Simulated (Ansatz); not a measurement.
Born–Oppenheimer molecular dynamics of CH₃BOSe (7 atoms, charge 0, multiplicity 1). It starts at the highest image of a converged band. Of that band: Neighbouring images differ by up to 2.2 eV, so the band resolves the path poorly. A vibrational analysis at the climbing image gives one clearly imaginary mode, 1975i cm⁻¹: a first-order saddle point.

The calculation used RHF/def2-SVP (Ansatz 0.2.0).

| Item | Value |
| --- | --- |
| ensemble | NVE (velocity Verlet) |
| time step | 0.5 fs |
| steps asked | 200 |
| starting velocities drawn for | 300 K |
| seed | 10272 |

First frame:

```xyz
7
Properties=species:S:1:pos:R:3
O 0.485 1.348 -0.045
B -0.727 0.487 -0.081
C -0.482 -0.980 0.391
Se 0.881 -1.859 -0.289
H 1.308 0.866 -0.209
H -0.282 1.631 -0.810
H -1.182 -1.494 1.043
```

Problem. What does the run give?

Solution. All steps were run.

```json
{"steps done": "200", "time covered": "100 fs", "mean temperature over the second half": "891 K", "spread of the potential energy over the second half": "22.3 meV per atom", "mean potential energy of the second half above the start": "-54.6 meV per atom"}
```

The conserved energy stayed within 0.33 meV per atom of its start (net change -0.19 meV per atom), so the integration is sound. The system heated up, since it started high on the potential surface and ran downhill. A run of 0.1 ps of so small a system gives no equilibrium averages. The orbitals stay closed-shell, which can raise the energy where a bond breaks towards radicals; this wasn't checked here.

Problem. What happens to the structure?

Solution. The step under study would form O1–H6 and break B2–H6. These pairs go: O1–H6 1.12 → 0.96 Å, B2–H6 1.43 → 2.46 Å. In the last frame they stand as after the step (other bonds may differ from the relaxed reactants and products). It ends as one piece, CH3BOSe. Pairs count as bonded within 1.25 times the sum of covalent radii (0.12 Å more for H–H). The details hang on the random start.

Problem. How do temperature and energy run in time?

Solution. 
| time (fs) | T (K) | potential energy less start (eV) | conserved less start (meV/atom) |
| --- | --- | --- | --- |
| 0.0 | 300 | 0.000 | 0.00 |
| 5.0 | 168 | 0.086 | 0.09 |
| 10.0 | 669 | -0.238 | 0.11 |
| 15.0 | 1198 | -0.581 | -0.05 |
| 20.0 | 1168 | -0.561 | -0.04 |
| 25.0 | 619 | -0.205 | 0.13 |
| 30.0 | 964 | -0.431 | -0.23 |
| 35.0 | 852 | -0.357 | -0.14 |
| 40.0 | 810 | -0.331 | -0.19 |
| 45.0 | 466 | -0.107 | 0.01 |
| 50.0 | 824 | -0.338 | 0.05 |
| 55.0 | 795 | -0.319 | 0.20 |
| 60.0 | 1009 | -0.458 | 0.03 |
| 65.0 | 1070 | -0.496 | 0.19 |
| 70.0 | 913 | -0.396 | 0.02 |
| 75.0 | 485 | -0.118 | 0.18 |
| 80.0 | 946 | -0.417 | 0.04 |
| 85.0 | 1205 | -0.585 | 0.01 |
| 90.0 | 768 | -0.302 | 0.00 |
| 95.0 | 538 | -0.154 | -0.10 |
| 100.0 | 923 | -0.404 | -0.19 |

The run took 6.6 min on 1 thread of Arm Neoverse V1 (shared host), peak memory 0.27 GiB.
